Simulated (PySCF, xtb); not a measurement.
VF₃, SMILES [F][V]([F])[F] (connectivity only; charge and spin as stated), neutral, multiplicity 3.

Harmonic wavenumbers (cm⁻¹) from GFN2-xTB run with xtb 6.7.1 at its own minimum, in rising order: 146, 181, 222, 536, 621, 701.

Problem. What does PBE0-D3(BJ)/def2-SVP in PySCF give at its own minimum? (An estimate is asked for; the answer gives what the named calculation found.)

Solution. 105, 133, 195, 697, 719, 826. Paired by order, the mean absolute difference is 83 cm⁻¹ and the zero-point energies are 3.4 and 3.8 kcal/mol.
